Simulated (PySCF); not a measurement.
Nuclear quadrupole coupling in `CC(=O)CPCC(C)C`

Species: C₇H₁₅OP.
Structure used (GFN2-xTB), in Å, numbered top down from 1:
```
atom  x, y, z in Å
C1     3.158    0.579   -0.225
C2     2.385   -0.569   -0.823
O3     2.134   -0.646   -2.000
C4     1.934   -1.614    0.160
P5     0.066   -1.791    0.156
C6    -0.373    0.006    0.405
C7    -1.880    0.221    0.558
C8    -2.626   -0.261   -0.681
C9    -2.173    1.698    0.817
H10    4.087    0.201    0.197
H11    3.383    1.321   -0.987
H12    2.585    1.037    0.579
H13    2.312   -2.591   -0.151
H14    2.276   -1.409    1.176
H15   -0.016   -1.782   -1.239
H16    0.010    0.602   -0.428
H17    0.129    0.330    1.324
H18   -2.224   -0.365    1.419
H19   -2.480   -1.332   -0.817
H20   -2.262    0.255   -1.568
H21   -3.693   -0.069   -0.584
H22   -1.658    2.045    1.711
H23   -3.240    1.854    0.955
H24   -1.845    2.302   -0.026
```

Field gradients from the PBE0/pcSseg-1 density (PySCF, non-relativistic), principal values in atomic units, ordered |Vxx| ≤ |Vyy| ≤ |Vzz|:

| atom | Vxx | Vyy | Vzz |
| --- | --- | --- | --- |
| O3 | 0.5357 | 1.4065 | -1.9422 |

**Question.** Find the asymmetry η = (Vxx − Vyy)/Vzz and the couplings χ = eQV/h (234.96 MHz × Q in barn × V in au), with Q(17O) = −0.0256 b.

**Answer.** 
```json
{"atom": "O3", "environment": "ketone oxygen", "nucleus": "17O", "η": "0.45", "χzz (MHz)": "11.68", "χxx (MHz)": "-3.22", "χyy (MHz)": "-8.46"}
```

The tensor is traceless: Vxx + Vyy + Vzz = 0.

**Question.** What is Vzz at O3 in SI units (1 au = 9.71736 × 10²¹ V/m²)?

**Answer.** -1.9422 au = -18.873 × 10²¹ V/m².

Were the hydrogens deuterons (Q(2H) = 0.00286 b), χzz would run from 129 kHz (H15) to 213 kHz (H23, H21 and H22).

Isolated species at its GFN2-xTB geometry (one conformer only). GFN2-xTB bond lengths can be off by several hundredths of an ångström, more for odd bonds, and the gradients follow them. These gradients aren't converged with respect to the basis.

The run behind these numbers computed NMR shieldings as well. Time: 50 s. Hardware: Arm Neoverse V1, one thread, shared host.
